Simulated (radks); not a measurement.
Question: Coherent X-ray form factor from a spherical all-electron density. All-electron calculation, non-relativistic Kohn-Sham, r2SCAN, spin-polarised, spherical densities, point nucleus; meta-GGA in the generalised Kohn-Sham scheme. Program: a radial shooting solver on a logarithmic mesh with Libxc functionals.

| sin(theta)/lambda (1/angstrom) | f0 (electrons) |
|---|---|
| 0.05 | 20.495 |
| 0.1 | 19.228 |
| 0.15 | 17.658 |
| 0.2 | 16.075 |
| 0.25 | 14.576 |
| 0.3 | 13.187 |
| 0.4 | 10.833 |
| 0.5 | 9.128 |
| 0.6 | 7.985 |
| 0.8 | 6.651 |
| 1 | 5.723 |
| 1.25 | 4.624 |
| 1.5 | 3.628 |
| 2 | 2.267 |

The species is in the configuration that NIST lists as its ground one. Which atom or ion scatters so?

Answer: The titanium ion Ti+, [Ar] 3d2 4s1. Extrapolating in s^2 from the first two rows gives f0(0) = 20.9, near the electron count 21; among species with that count, the fall with angle is slower the higher Z, and the table is that of Z = 22; from so few rows the species is fixed only to a neighbour or two.
